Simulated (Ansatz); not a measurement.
Start from `[NH2][Al]([F])[NH][SiH3]` and change one atom or group to get `C#[C][Al]([NH2])[F]`.

Ansatz, PBE0-D4/def2-TZVP geometries, multiplicity 1. Each molecule was computed in one conformer, which needn't be the lowest.

```json
{"property": "HOMO energy (ωB97M-V/def2-TZVPP) / eV", "`[NH2][Al]([F])[NH][SiH3]`": "-9.79"}
{"property": "HOMO–LUMO gap (B3LYP/def2-TZVPP) / eV", "`[NH2][Al]([F])[NH][SiH3]`": "6.51"}
{"property": "LUMO energy (B3LYP/def2-TZVPP) / eV", "`[NH2][Al]([F])[NH][SiH3]`": "-0.69"}
{"property": "HOMO–LUMO gap (PBE/def2-TZVPP) / eV", "`[NH2][Al]([F])[NH][SiH3]`": "4.81"}
{"property": "HOMO energy (PBE/def2-TZVPP) / eV", "`[NH2][Al]([F])[NH][SiH3]`": "-6.05"}
{"property": "size of the dipole moment (ωB97M-V/def2-TZVPP) / D", "`[NH2][Al]([F])[NH][SiH3]`": "1.03"}
```

**Question.** What does the change do to each property? (Best estimate.)

**Answer.** The calculation gave: 
| property | `C#[C][Al]([NH2])[F]` | shift |
| --- | --- | --- |
| HOMO energy (ωB97M-V/def2-TZVPP) / eV | -10.15 | -0.36 |
| HOMO–LUMO gap (B3LYP/def2-TZVPP) / eV | 6.59 | 0.08 |
| LUMO energy (B3LYP/def2-TZVPP) / eV | -0.93 | -0.24 |
| HOMO–LUMO gap (PBE/def2-TZVPP) / eV | 4.81 | 0.00 |
| HOMO energy (PBE/def2-TZVPP) / eV | -6.37 | -0.32 |
| size of the dipole moment (ωB97M-V/def2-TZVPP) / D | 2.18 | 1.15 |

Dipoles are sizes alone; their direction can turn.

B3LYP here is the variant with VWN-RPA as its local correlation; programs differ in this.
